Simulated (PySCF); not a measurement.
C₄H₅BCl₂O₂.
SMILES with atom numbers: `[CH2:1]=[CH:2][O:3][C:4](=[O:5])[CH2:6][B:7]([Cl:8])[Cl:9]` (hydrogens: H10, H11 on C1; H12 on C2; H13, H14 on C6)

Geometry (PBE0-D3(BJ)/def2-SVP, Å), atoms numbered from 1 in this order:
```
atom  x, y, z in Å
C1     2.763   -0.500    0.890
C2     1.794   -0.651   -0.006
O3     0.690    0.160    0.021
C4    -0.285   -0.052   -0.895
O5    -0.220   -0.873   -1.765
C6    -1.453    0.849   -0.641
B7    -2.468    0.293    0.422
Cl8   -2.022   -0.951    1.563
Cl9   -4.083    0.959    0.495
H10    2.707    0.267    1.666
H11    3.634   -1.154    0.856
H12    1.785   -1.397   -0.804
H13   -1.980    1.039   -1.586
H14   -1.104    1.819   -0.244
```

Method used: PBE0-D3(BJ)/def2-SVP geometry optimisation, gas phase (PySCF 2.14.0).

Masses are those of the commonest isotopes; rigid-rotor values at the optimised geometry. The values belong to one conformer with, in the numbering `[CH2:1]=[CH:2][O:3][C:4](=[O:5])[CH2:6][B:7]([Cl:8])[Cl:9]`, C1–C2–O3–C4 -179°, C2–O3–C4–O5 -3°, O3–C4–C6–B7 -85°, C4–C6–B7–Cl8 19°.

(1) Give the principal moments of inertia and the rotational constants in cm⁻¹.

(2) What kind of rotor is it?

(3) Is it planar, by Δ = Ic − Ia − Ib?

(4) Give the other two planar moments, Paa and Pbb, and the rms extents of the mass along the axes.

(5) Where do the levels up to J = 3 lie, in MHz?

(6) Predict some low-J microwave lines.

(7) Estimate the classical rotational partition function at 10 K, 25 K and 298.15 K.

Results:

(1) Ia = 228.45, Ib = 857.78, Ic = 968.68 u·Å²; 505379 MHz·u·Å²/I gives 2212, 589.2 and 521.7 MHz, that is A = 0.07379, B = 0.01965, C = 0.01740 cm⁻¹.

(2) A near-prolate asymmetric top: κ = (2 × 589.2 − 2212 − 521.7)/(2212 − 521.7) = -0.92.

(3) Not planar: Δ = Ic − Ia − Ib = -117.55 u·Å². For a rigid frame Δ = −2 Σ m c², so Σ m c² = 58.78 u·Å² lies off the ab plane: 6.25 from hydrogen and 52.53 from heavier atoms. The atom farthest from that plane is 1.67 Å away.

(4) Paa = Σ m a² = (Ib + Ic − Ia)/2 = 799.00 and Pbb = Σ m b² = (Ia + Ic − Ib)/2 = 169.67 u·Å². With the mass M = 165.98 u, the rms extents √(P/M) along a, b and c are 2.19, 1.01, 0.60 Å.

(5) Above 0(0,0):
J = 1: 1(0,1) 1111, 1(1,1) 2734, 1(1,0) 2801
J = 2: 2(0,2) 3331, 2(1,2) 4888, 2(1,1) 5091, 2(2,1) 9960, 2(2,0) 9962
J = 3: 3(0,3) 6655, 3(1,3) 8118, 3(1,2) 8523, 3(2,2) 13292, 3(2,1) 13303, 3(3,1) 21577, 3(3,0) 21577

(6) The dipole components are |μa| = 0.04 D, |μb| = 0.14 D, |μc| = 1.59 D. Intensities carry the squares of the components, which stand as 0.00 : 0.01 : 1.00 (a : b : c). Some lines, for components of 0.1 D or more:

```
type  branch         J(Ka,Kc)    MHz  lower level (cm⁻¹)
   c       Q  2(1,2) ← 2(0,2)   1558               0.111
   b       Q  2(1,1) ← 2(0,2)   1760               0.111
   b       Q  3(1,2) ← 3(0,3)   1868               0.222
   b       R  2(2,1) ← 1(1,0)   7158               0.093
   b       R  3(2,2) ← 2(1,1)   8202               0.170
   c       R  3(2,1) ← 2(1,1)   8212               0.170
   b       R  4(2,3) ← 3(1,2)   9211               0.284
   b       R  3(3,1) ← 2(2,0)  11616               0.332
   b       R  4(3,2) ← 3(2,1)  12722               0.444
   c       R  4(4,0) ← 3(3,0)  16041               0.720
```

(7) Point group C1, symmetry number σ = 1; q = (√π/σ)·√((kT/h)³/(ABC)), k/h = 20836.6 MHz/K: 6460 at 10 K, 25600 at 25 K, 1050000 at 298.15 K.

No PBE0-D3(BJ)/def2-SVP frequencies stand behind this structure, so it isn't proved a minimum. These are rigid-rotor constants of the computed structure; measured ground-state constants (B0) also hold zero-point vibration. Quadrupole hyperfine structure (11B, 35Cl) is left out.

Cost: about 6 min of CPU time on one thread; the machine was shared, so the figure is rough. This is the geometry optimisation.
